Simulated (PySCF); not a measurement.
CH5AlBrN. Atoms are numbered in the order given.

```xyz
9

Al     0.6464     0.6655     0.2089
Br    -0.8905    -0.9438    -0.2731
C      0.6291     2.3721    -0.7358
H      0.7570     2.2221    -1.8217
H      1.4278     3.0498    -0.3906
H     -0.3369     2.8879    -0.5985
N      1.8188     0.2515     1.4708
H      2.5647     0.8606     1.7990
H      1.8446    -0.6320     1.9745
```

Coordinates come from a TPSSh-D3(BJ)/def2-SVP optimisation. The structure was generated by enumeration; whether it is a known compound was not checked. The values are those of a single conformer.

Method: r2SCAN/def2-TZVP in PySCF.

ESP charges are fitted to the potential on shells at 1.4 to 2.0 van der Waals radii. Atomic charges (e):

| atom | ESP fit | Löwdin |
|---|---|---|
| Al1 | 0.90 | -0.24 |
| Br2 | -0.31 | 0.24 |
| C3 | -0.68 | -0.49 |
| H4 | 0.14 | 0.14 |
| H5 | 0.17 | 0.14 |
| H6 | 0.14 | 0.14 |
| N7 | -1.17 | -0.26 |
| H8 | 0.42 | 0.17 |
| H9 | 0.40 | 0.17 |
